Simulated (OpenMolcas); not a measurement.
O: effect of the basis set

```json
{"Program": "OpenMolcas 26.06", "Method": "CASSCF", "Active space": "4 electrons in 3 orbitals (2p)", "State averaging": "2S+1 = 3 even, 3 roots; 2S+1 = 1 even, 6 roots", "Spin-orbit coupling": "RASSI with atomic mean-field integrals over the reference wave functions, term energies averaged over their components"}
```

A. ANO-RCC-VDZP [3s2p1d], DKH2, point nucleus; cost roughly 2.5 core-seconds
B. ANO-L-VTZP [4s3p2d1f], non-relativistic, point nucleus; cost of the order of 2.7 core-seconds
C. ANO-RCC-VTZP [4s3p2d1f], DKH2, point nucleus; cost roughly 2.7 core-seconds
D. ANO-R3 [4s4p2d1f], X2C, finite nucleus; cost of the order of 2.8 core-seconds
E. ANO-R2 [4s4p2d1f], X2C, finite nucleus; cost of the order of 2.8 core-seconds
F. ANO-RCC-VQZP [5s4p3d2f1g], DKH2, point nucleus; cost roughly 2.8 core-seconds

Energies in cm-1 above 2s2 2p4 3P2, the measured ground level; measured values from NIST Handbook of Basic Atomic Spectroscopic Data.

```json
{"Level": "2s2 2p4 3P2", "A": "0.0", "B": "0.0", "C": "0.0", "D": "0.0", "E": "0.0", "F": "0.0", "Measured": "0.0"}
{"Level": "2s2 2p4 3P1", "A": "152", "B": "149", "C": "149", "D": "148", "E": "148", "F": "150", "Measured": "158"}
{"Level": "2s2 2p4 3P0", "A": "226", "B": "222", "C": "223", "D": "221", "E": "221", "F": "224", "Measured": "227"}
{"Level": "2s2 2p4 1D2", "A": "17611", "B": "17712", "C": "17703", "D": "17665", "E": "17665", "F": "17671", "Measured": "15868"}
{"Level": "2s2 2p4 1S0", "A": "43670", "B": "43904", "C": "43883", "D": "43787", "E": "43787", "F": "43795", "Measured": "33793"}
```

Deviations, from unrounded energies. A percentage is the sum of absolute deviations over the sum of measured energies, with the sign that they share, or ± where signs differ.

```tsv
Against measurement	Levels	A	B	C	D	E	F
mean absolute deviation (cm-1)	4	2900	3000	3000	3000	3000	3000
fine structure of the ground term (%)	2	-1.8	-3.8	-3.5	-4.2	-4.2	-2.8
other terms of the ground configuration (%)	2	+23.4	+24.1	+24.0	+23.7	+23.7	+23.8
```

A, B, C, D, E, F lie about equally close to measurement. The largest miss of A in the table is 2s2 2p4 1S0, by +9900 cm-1. The ranking rests on the paired levels alone, and a cruder setting can come out closer through cancelling errors.

Among A to F the level of the table that moves most is 2s2 2p4 1S0, by 230 cm-1 (lowest in A, highest in B).

Without dynamic correlation excited terms often stand tens of per cent too high (terms of higher spin than the ground term too low), and those without a measured partner can miss by more than the paired ones. With the s shell closed, the reference lacks s² → p² mixing. Computed and measured levels are paired by configuration, term and J; levels that our copy of the source lacks, or whose pairing is in doubt (as where it misses far off the trend of its configuration), stay unpaired and out of the deviations. Levels of configurations outside the active space are missing.
